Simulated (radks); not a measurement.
Neutral iron inside a hard spherical wall (all orbitals vanish at R), configuration held at [Ar] 3d6 4s2 and not refilled when levels cross. Method: scalar-relativistic Kohn-Sham, PBE, spin-unpolarised, spherical densities, finite nucleus; Fermi nuclear charge, rms radius 3.7377 fm; computed with a radial shooting solver on a logarithmic mesh with Libxc functionals. Eigenvalues in eV, with the zero of energy where the potential of the charges vanishes at infinity; a dash marks a level that is unbound or too diffuse for the functional's potential to be trusted. A positive occupied level is held by the wall or, in an anion where self-interaction has pushed it up, behind a barrier. The pressure on the wall is -dE/dV.

R (bohr)  E (hartree)  kinetic (hartree)    e(3s)    e(3p)   e(3d)   e(4s)  e(4p, empty)  e(5s, empty)  pressure (GPa)
free      -1272.44564           1287.657  -94.017  -60.043  -7.505  -5.292        -1.325             -               0
20        -1272.44564           1287.657  -94.017  -60.043  -7.505  -5.292        -1.325             -        < 0.0001
15        -1272.44564           1287.657  -94.017  -60.043  -7.505  -5.292        -1.321         0.271        < 0.0001
12        -1272.44562           1287.657  -94.014  -60.040  -7.502  -5.290        -1.296         0.753        0.000493
10        -1272.44536           1287.660  -93.991  -60.017  -7.480  -5.270        -1.210         1.627         0.00795
8         -1272.44261           1287.682  -93.838  -59.863  -7.330  -5.135        -0.858         3.918           0.130
6         -1272.41467           1287.840  -92.992  -59.018  -6.519  -4.285         0.675        10.992            2.34
5         -1272.34500           1288.155  -91.665  -57.699  -5.262  -2.739         3.039        20.120            11.3
3         -1271.03830           1292.673  -80.418  -46.682   5.680  16.391        27.377        95.800             559
2         -1264.16618           1314.337  -53.502  -19.566  36.004  90.832        109.42        302.90           10200
1.5       -1245.42966           1368.235   -6.517   30.137  91.057  250.15        270.10        662.96           74500
